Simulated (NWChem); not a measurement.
System meant: TaCl$_{4}$, doublet; SMILES [Cl][Ta]([Cl])([Cl])[Cl]

Input file for NWChem:

```
start job
memory heap 200 mb stack 700 mb global 900 mb
geometry units angstroms noautoz
  Ta     0.000000     0.000000     0.000000
  Cl    -1.447036    -1.447036     1.031999
  Cl     1.447036     1.447036     1.031999
  Cl     1.447036    -1.447036    -1.031999
  Cl    -1.447036     1.447036    -1.031999
end
basis spherical
  Ta library def2-svp
  Cl library def2-svp
end
ecp
  Ta library def2-ecp
end
dft
  odft
  mult 2
  xc b3lyp
  iterations 4
  mulliken
end
task dft energy
```

End of the output:

```
     --------------------------
     Expectation value of S2:
     --------------------------
      <S2> =      0.7515 (Exact =     0.7500)

 center of mass
 --------------
 x =   0.00000000 y =   0.00000000 z =   0.00000000

 moments of inertia (a.u.)
 ------------------
        1577.900883789230           0.000000000000           0.000000000000
           0.000000000000        1577.900883789230           0.000000000000
           0.000000000000           0.000000000000        2091.836228849123

     Multipole analysis of the density
     ---------------------------------

     L   x y z        total         alpha         beta         nuclear
     -   - - -        -----         -----         ----         -------
     0   0 0 0     -0.000000    -41.000000    -40.000000     81.000000

     1   1 0 0     -0.000000      0.000000     -0.000000      0.000000
     1   0 1 0      0.000000      0.000000      0.000000      0.000000
     1   0 0 1     -0.000000     -0.000000      0.000000      0.000000

     2   2 0 0    -56.228826   -283.323278   -281.375456    508.469908
     2   1 1 0      0.000000      0.000000      0.000000      0.000000
     2   1 0 1     -0.000000     -0.000000     -0.000000      0.000000
     2   0 2 0    -56.228826   -283.323278   -281.375456    508.469908
     2   0 1 1      0.000000      0.000000     -0.000000      0.000000
     2   0 0 2    -55.144964   -158.606749   -155.160019    258.621804

 ------------------------------------------------------------------------
 dft energy failed                                                                                  0
 ------------------------------------------------------------------------
 ------------------------------------------------------------------------
  current input line :
    24: task dft energy
 ------------------------------------------------------------------------
 ------------------------------------------------------------------------
 This type of error is most commonly associated with calculations not reaching convergence criteria
 ------------------------------------------------------------------------
 For more information see the NWChem manual at https://nwchemgit.github.io

0:dft energy failed:Received an Error in Communication
```

Q: What is wrong, and how is it mended?

A: Convergence was not reached. Cause: the SCF was allowed too few iterations. This input runs:
```
start job
memory heap 200 mb stack 700 mb global 900 mb
geometry units angstroms noautoz
  Ta     0.000000     0.000000     0.000000
  Cl    -1.447036    -1.447036     1.031999
  Cl     1.447036     1.447036     1.031999
  Cl     1.447036    -1.447036    -1.031999
  Cl    -1.447036     1.447036    -1.031999
end
basis spherical
  Ta library def2-svp
  Cl library def2-svp
end
ecp
  Ta library def2-ecp
end
dft
  odft
  mult 2
  xc b3lyp
  iterations 150
  mulliken
end
task dft energy
```
It converges to -1897.55166 Ha (B3LYP/def2-SVP with def2 effective core potentials on Ta, spin-unrestricted).
